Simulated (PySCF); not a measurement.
## Shapes and spin states of Li₄

Level of theory: PBE0 in PySCF with Li def2-TZVP; no relativity; density-fitted integrals.

Relaxations began from a few typed shapes and spin states; open shells are unrestricted. The search is not exhaustive: other isomers or separated fragments can lie lower, and high-lying points may rest on an excited occupation.

**Question.** Order these stationary points by electronic energy, lowest first, in kJ/mol from the lowest minimum.
A. triplet D2d: Li–Li 2.875 Å (×4), Li–Li 3.325 Å (×2); Li–Li–Li 54.7° (×8), Li–Li–Li 70.7° (×4)
B. broken-symmetry Ms = 0 (⟨S²⟩ 0.34) D2h: Li–Li 2.702 Å, Li–Li 3.048 Å (×4); Li–Li–Li 52.6° (×2), Li–Li–Li 63.7° (×4), Li–Li–Li 127.4° (×2)
C. singlet (closed shell, unstable to spin polarisation) C3v: Li–Li 2.744 Å (×3), Li–Li 3.374 Å (×3); Li–Li–Li 48.0° (×3), Li–Li–Li 60.0° (×3), Li–Li–Li 66.0° (×6)
D. singlet (closed shell, unstable to spin polarisation) D2h: Li–Li 2.641 Å, Li–Li 3.069 Å (×4); Li–Li–Li 51.0° (×2), Li–Li–Li 64.5° (×4), Li–Li–Li 129.0° (×2)
E. triplet D2h: Li–Li 2.956 Å (×4), Li–Li 3.238 Å; Li–Li–Li 56.8° (×4), Li–Li–Li 66.4° (×2), Li–Li–Li 113.6° (×2)

**Answer.** B (0.0), D (1.3), A (19.4), E (35.1), C (66.3).

**Question.** Which of them are minima?

**Answer.** By energy in kJ/mol, 0.0: minimum; 1.3: minimum of the closed-shell surface only; 19.4: minimum; 35.1: saddle point, 1 imaginary mode; 66.3: saddle point, 2 imaginary modes.

For the lowest minimum: the determinant is spin-contaminated (⟨S²⟩ = 0.34, pure value 0.00). The spin densities have lower symmetry than the nuclear frame.
